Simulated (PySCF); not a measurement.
Si(Cl)3(SiMe3), SMILES C[Si](C)(C)[Si](Cl)(Cl)Cl (C3H9Cl3Si2) (GFN2-xTB optimised geometry):

```
17

C     -0.937    -1.597     1.531
Si    -0.284    -0.664     0.000
C     -0.936     1.129     0.000
C      1.624    -0.664     0.000
Si    -1.047    -1.750    -1.934
Cl    -0.421    -0.851    -3.654
Cl    -3.081    -1.821    -2.057
Cl    -0.419    -3.686    -2.064
H     -2.022    -1.620     1.547
H     -0.606    -1.128     2.453
H     -0.589    -2.626     1.544
H     -2.021     1.154    -0.013
H     -0.586     1.676    -0.870
H     -0.606     1.671     0.881
H      2.021    -0.169     0.881
H      2.019    -1.676    -0.012
H      2.019    -0.149    -0.871
```

Calculation: B3LYP/def2-SVP (PySCF).

Problem. What are the frontier orbital energies and the dipole moment?

Solution. HOMO-2 -8.66 eV, HOMO-1 -8.43 eV, HOMO -7.71 eV, LUMO -0.02 eV, LUMO+1 -0.02 eV; dipole moment 2.82 D.

On the same geometry PBE/def2-SVP (PySCF) gives HOMO-2 -7.56 eV, HOMO-1 -7.33 eV, HOMO -6.73 eV, LUMO -0.75 eV, LUMO+1 -0.75 eV; dipole moment 2.80 D.

Meta-Löwdin charges at B3LYP/def2-SVP: C1 -0.53, Si2 0.69, C3 -0.53, C4 -0.53, Si5 0.69, Cl6 -0.26, Cl7 -0.26, Cl8 -0.26, H9 0.11, H10 0.11, H11 0.11, H12 0.11, H13 0.11, H14 0.11, H15 0.11, H16 0.11, H17 0.11.
